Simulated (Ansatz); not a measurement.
Consider the redistribution: `N[Si](F)([SiH3])S` + `C1=C[SiH2]1` → `N[SiH](F)S` + `[SiH3]C1=C[SiH2]1`.

Gas-phase electronic energies from Ansatz, PBE0-D4/def2-TZVP geometries. CBS: MP2 limit from def2 TZ/QZ plus the TZ coupled-cluster correction, frozen cores. DFT in def2-TZVPP. Each species was taken in one conformer, which may not be the lowest.

```json
{"level": "PBE0-D4", "ΔE (kJ/mol)": "-17.6"}
{"level": "ωB97M-V", "ΔE (kJ/mol)": "-28.5"}
{"level": "SCS-MP2/def2-TZVPP", "ΔE (kJ/mol)": "-36.7"}
{"level": "HF/def2-QZVPP", "ΔE (kJ/mol)": "-38.3"}
```

(1) What does CCSD(T)/CBS give? (An estimate is asked.)

Largest T1 diagnostic among the species: 0.013.

Answers

(1) The calculation gave: -27.7 kJ/mol. The listed levels differ from it by 10.1, -0.8, -9.0, -10.6 kJ/mol.

From PBE to PBE0 (25 % exact exchange), in def2-TZVPP and without D4, ΔE moves by −3.6 kJ/mol.
